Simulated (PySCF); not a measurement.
B(Cl)(GeH3)(OMe) (CH6BClGeO), SMILES Cl[B](OC)[GeH3].

Geometry optimised at PBE-D3(BJ)/def2-SVP. One conformer was computed; it need not be the lowest.

Method: r2SCAN/def2-TZVP (PySCF).

Symmetry labels are those of the subgroup Cs that the program uses (full group Cs).

Task: List the valence orbital energies around the gap with their symmetry. (Estimate from the structure and the level; the computed values follow.)

Result: 
| orbital | symmetry | energy (eV) |
|---|---|---|
| HOMO−7 | A' | -11.16 |
| HOMO−6 | A' | -9.46 |
| HOMO−5 | A" | -9.27 |
| HOMO−4 | A' | -8.60 |
| HOMO−3 | A" | -8.51 |
| HOMO−2 | A' | -8.16 |
| HOMO−1 | A" | -7.96 |
| HOMO | A' | -7.10 |
| LUMO | A" | -1.70 |
| LUMO+1 | A' | 0.30 |
| LUMO+2 | A' | 0.47 |
| LUMO+3 | A' | 1.32 |
